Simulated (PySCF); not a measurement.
**Atomic charges against the basis set**

CH8SSi2.
Bonds: C1–Si2, Si2–S3, S3–Si4. Hydrogens: H5, H6, H7 on C1; H8, H9 on Si2; H10, H11, H12 on Si4.

PBE0 throughout (PySCF), one geometry, spherical d and f functions. Geometry: PBE0-D3(BJ)/def2-SVP, one conformer, isolated molecule. Atoms taken as equivalent share a column and are averaged.

Mulliken charges (e):

| basis | functions | C1 | Si2 | S3 | Si4 | H5/H6/H7 | H8/H9 | H10/H11/H12 |
| --- | --- | --- | --- | --- | --- | --- | --- | --- |
| STO-3G | 40 | -0.397 | +0.513 | -0.197 | +0.425 | +0.078 | -0.120 | -0.112 |
| 6-31G | 64 | -0.817 | +0.607 | -0.444 | +0.442 | +0.210 | -0.092 | -0.079 |
| pcSseg-0 | 64 | -1.161 | +0.689 | -0.611 | +0.346 | +0.276 | -0.019 | -0.018 |
| 6-31G* | 84 | -0.768 | +0.462 | -0.397 | +0.312 | +0.212 | -0.056 | -0.044 |
| def2-SVP | 108 | -0.351 | +0.432 | -0.431 | +0.349 | +0.089 | -0.058 | -0.050 |
| cc-pVDZ | 108 | -0.266 | +0.280 | -0.316 | +0.219 | +0.077 | -0.035 | -0.026 |
| pcSseg-1 | 129 | -0.630 | +0.557 | -0.527 | +0.428 | +0.155 | -0.058 | -0.059 |
| aug-cc-pVDZ | 176 | +0.409 | +0.090 | -0.630 | -0.532 | -0.257 | +0.326 | +0.261 |
| 6-311+G(2d,p) | 180 | -0.723 | +0.464 | -0.241 | +0.222 | +0.172 | -0.054 | -0.043 |
| def2-TZVP | 190 | -0.496 | +0.262 | -0.317 | +0.164 | +0.149 | -0.016 | -0.009 |
| cc-pVTZ | 244 | -0.382 | +0.253 | -0.285 | +0.166 | +0.114 | -0.025 | -0.015 |
| IGLO-III | 247 | -0.618 | +0.841 | -0.696 | +0.788 | +0.153 | -0.161 | -0.151 |

IAO charges (e):

| basis | functions | C1 | Si2 | S3 | Si4 | H5/H6/H7 | H8/H9 | H10/H11/H12 |
| --- | --- | --- | --- | --- | --- | --- | --- | --- |
| STO-3G | 40 | -0.642 | +0.635 | -0.305 | +0.510 | +0.135 | -0.121 | -0.120 |
| 6-31G | 64 | -0.695 | +0.555 | -0.377 | +0.365 | +0.172 | -0.085 | -0.064 |
| pcSseg-0 | 64 | -0.698 | +0.551 | -0.383 | +0.344 | +0.171 | -0.079 | -0.056 |
| 6-31G* | 84 | -0.704 | +0.681 | -0.422 | +0.507 | +0.164 | -0.121 | -0.104 |
| def2-SVP | 108 | -0.696 | +0.696 | -0.422 | +0.521 | +0.159 | -0.126 | -0.108 |
| cc-pVDZ | 108 | -0.702 | +0.684 | -0.422 | +0.506 | +0.162 | -0.120 | -0.103 |
| pcSseg-1 | 129 | -0.708 | +0.698 | -0.428 | +0.520 | +0.162 | -0.124 | -0.107 |
| aug-cc-pVDZ | 176 | -0.714 | +0.688 | -0.430 | +0.509 | +0.165 | -0.120 | -0.103 |
| 6-311+G(2d,p) | 180 | -0.726 | +0.715 | -0.436 | +0.537 | +0.166 | -0.128 | -0.111 |
| def2-TZVP | 190 | -0.730 | +0.725 | -0.439 | +0.546 | +0.166 | -0.131 | -0.114 |
| cc-pVTZ | 244 | -0.727 | +0.713 | -0.437 | +0.533 | +0.167 | -0.127 | -0.110 |
| IGLO-III | 247 | -0.730 | +0.720 | -0.435 | +0.541 | +0.167 | -0.130 | -0.112 |

Some averages cover members that differ in this geometry, most widely: H10/H11/H12, Mulliken in aug-cc-pVDZ +0.193 to +0.296; H5/H6/H7, Mulliken in aug-cc-pVDZ -0.323 to -0.224 e.

Task: Which scheme is steadiest as the basis changes?

Result: Largest range over the bases for any column: IAO 0.20 e, Mulliken 1.57 e. IAO charges move least and Mulliken charges most, counted in e. Without the minimal STO-3G basis the ranges are IAO 0.20, Mulliken 1.57 e.

Task: How much do the charges still move between the two largest bases, cc-pVTZ and IGLO-III?

Result: At most, over all atoms: Mulliken 0.622 e, IAO 0.008 e.

Task: What do the same runs give for the total energy, the frontier levels and the dipole moment?

Result: 
| basis | energy (Eh) | HOMO (eV) | LUMO (eV) | μ (D) |
| --- | --- | --- | --- | --- |
| STO-3G | -1008.1376 | -3.35 | 5.84 | 0.94 |
| 6-31G | -1019.5419 | -7.17 | -0.04 | 1.89 |
| pcSseg-0 | -1018.4340 | -7.44 | -0.10 | 1.87 |
| 6-31G* | -1019.6474 | -7.23 | 0.13 | 1.44 |
| def2-SVP | -1019.3715 | -7.27 | 0.37 | 1.18 |
| cc-pVDZ | -1019.7051 | -7.22 | 0.32 | 1.19 |
| pcSseg-1 | -1019.6639 | -7.38 | 0.03 | 1.32 |
| aug-cc-pVDZ | -1019.7131 | -7.30 | -0.26 | 1.13 |
| 6-311+G(2d,p) | -1019.7534 | -7.32 | -0.21 | 1.12 |
| def2-TZVP | -1019.7594 | -7.35 | 0.08 | 1.10 |
| cc-pVTZ | -1019.7679 | -7.34 | 0.11 | 1.12 |
| IGLO-III | -1019.7565 | -7.27 | 0.13 | 1.05 |

The dipole is fixed by the density alone, so its range of 0.95 D shows that the density itself changes with the basis, not only its division among atoms.
